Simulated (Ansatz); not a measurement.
Geometry optimisation, RKS PBE0/6-31G* in Ansatz 0.2.0.

Input file:

```yaml
crystal:
  periodic: [false, false, false]
  atoms:
    - { symbol: Si, position_ang: [-0.716155, 1.543746, -1.251447] }
    - { symbol: Cl, position_ang: [1.238359, 1.590856, -0.480165] }
    - { symbol: F, position_ang: [-0.879195, 0.462567, -2.403367] }
    - { symbol: F, position_ang: [-1.796934, 1.338581, -0.108101] }
    - { symbol: H, position_ang: [-0.923635, 2.871093, -1.84814] }
    - { symbol: H, position_ang: [0.167463, -1.505198, 0.664849] }
    - { symbol: "N", position_ang: [-0.508629, -1.330382, -0.077751] }
    - { symbol: H, position_ang: [1.926225, -0.215471, 1.30415] }
    - { symbol: O, position_ang: [1.857766, -0.856366, 2.028036] }
    - { symbol: H, position_ang: [-1.433614, -1.541372, 0.283454] }
    - { symbol: H, position_ang: [-0.317001, -1.985885, -0.829681] }
    - { symbol: H, position_ang: [1.385351, -0.37207, 2.718162] }
basis:
  gaussian: { orbitals: "6-31G*" }
hamiltonian:
  xc: pbe0
relax:
  f_tol: 0.03
  max_steps: 50
output:
  orbitals: {}
```

Run as:

```bash
$ ansatz run input.yaml --threads 2 --pin off --max-ram 3072MiB --backend cpu --events-out ev --progress --plain --runs-dir out
```

Question: Where does it end, and by what steps?

Answer: The forces met the threshold. After 25 steps the energy has fallen by 0.615 eV; H12 moved furthest, 1.30 Å. Joined: Si1–N7 (3.11 → 2.02 Å).

```csv
step,energy less start (eV),largest force component (eV/Å),accepted
0,0.0000,0.807,yes
1,-0.0713,1.284,yes
2,-0.1712,1.018,yes
3,-0.3620,1.075,yes
4,-0.3992,1.402,yes
5,-0.4120,1.634,yes
6,-0.4555,0.554,yes
7,-0.5195,0.308,yes
8,-0.5238,0.754,yes
9,-0.5480,0.294,yes
10,-0.5552,0.099,yes
11,-0.5618,0.259,yes
12,-0.5662,0.255,yes
13,-0.5679,0.501,yes
14,-0.5761,0.193,yes
15,-0.5776,0.219,yes
16,-0.5904,0.262,yes
17,-0.5920,0.703,yes
18,-0.6057,0.265,yes
19,-0.6105,0.171,yes
20,-0.6129,0.109,yes
21,-0.6134,0.111,yes
22,-0.6139,0.088,yes
23,-0.6145,0.039,yes
24,-0.6145,0.053,no
25,-0.6146,0.005,yes
```

```xyz
12
Properties=species:S:1:pos:R:3
Si -0.537 0.927 -0.825
Cl 1.557 0.893 -1.218
F -1.609 0.389 -1.918
F -0.993 0.999 0.751
H -0.671 2.375 -1.114
H 0.279 -1.135 0.438
N -0.309 -1.038 -0.410
H 1.872 -0.065 1.660
O 1.083 -0.520 1.986
H -1.217 -1.463 -0.226
H 0.123 -1.546 -1.180
H 0.421 0.186 2.056
```

Run time: 83 s on 2 threads of AMD EPYC 7R13 Processor (Zen 3), on a shared host, peak memory 0.28 GiB.
